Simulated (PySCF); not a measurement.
Compound: CH5F2NSi.
SMILES: `CN[SiH](F)F`

Torsions of this conformer, `[CH3:1][NH:2][SiH:3]([F:4])[F:5]`: C1–N2–Si3–F4 -158°.

The closed-shell ground state was solved at several levels (PySCF, density fitting, gas phase, non-relativistic). One conformer (not necessarily the lowest) at the PBE0-D3(BJ)/def2-SVP geometry, without solvent, vibrations or thermal averaging.

```tsv
level	basis functions	HOMO (eV)	LUMO (eV)	gap (eV)	dipole (D)
B97-D/pcSseg-2	257	-6.08	-0.26	5.82	2.63
PBE0/pcSseg-2	257	-7.51	0.35	7.86	2.74
CAM-B3LYP/pcSseg-2	257	-8.94	1.05	9.99	2.77
LC-wPBE/pcSseg-2	257	-10.33	2.21	12.54	2.75
PBE0/cc-pVDZ	99	-7.24	1.25	8.49	2.72
KT3/pcSseg-2	257	-6.21	-0.57	5.64	2.64
PBE0/IGLO-III	234	-7.46	0.44	7.90	2.68
OPBE/pcSseg-2	257	-6.05	-0.29	5.76	2.62
PBE0/aug-cc-pVDZ	164	-7.46	-0.20	7.26	2.73
PBE0/6-31G*	84	-7.18	1.51	8.69	2.62
PBE0/def2-TZVP	191	-7.46	0.72	8.18	2.69
```

Problem. What might B97-2/pcSseg-2 (257 basis functions) give for the same quantities?

Solution. HOMO -7.24 eV, LUMO 0.38 eV, gap 7.62 eV, dipole 2.71 D.

Problem. Over all these levels, which gives the widest orbital gap and which the narrowest?

Solution. LC-wPBE/pcSseg-2 (range-separated hybrid) has the widest, 12.54 eV, and KT3/pcSseg-2 (GGA) the narrowest, 5.64 eV. The two share the basis. From the narrowest to the widest the HOMO moves by -4.12 eV and the LUMO by +2.78 eV.

Problem. How much does the basis alone move the frontier levels among the 6 PBE0 rows?

Solution. The HOMO by 0.33 eV and the LUMO by 1.71 eV. By rising basis size (HOMO, LUMO in eV): 6-31G* -7.18, 1.51; cc-pVDZ -7.24, 1.25; aug-cc-pVDZ -7.46, -0.20; def2-TZVP -7.46, 0.72; IGLO-III -7.46, 0.44; pcSseg-2 -7.51, 0.35.

Problem. In the pcSseg-2 basis, how does the gap go with the fixed share of exact exchange?

Solution. KT3 (0 %) 5.64 eV; OPBE (0 %) 5.76 eV; B97-D (0 %) 5.82 eV; B97-2 (21 %) 7.62 eV; PBE0 (25 %) 7.86 eV. Each rise in the share widens the gap here.

Problem. How far do the dipole and the HOMO energy spread over the levels?

Solution. The dipole runs from 2.62 to 2.77 D (mean 2.69 D) and the HOMO from -10.33 to -6.05 eV.
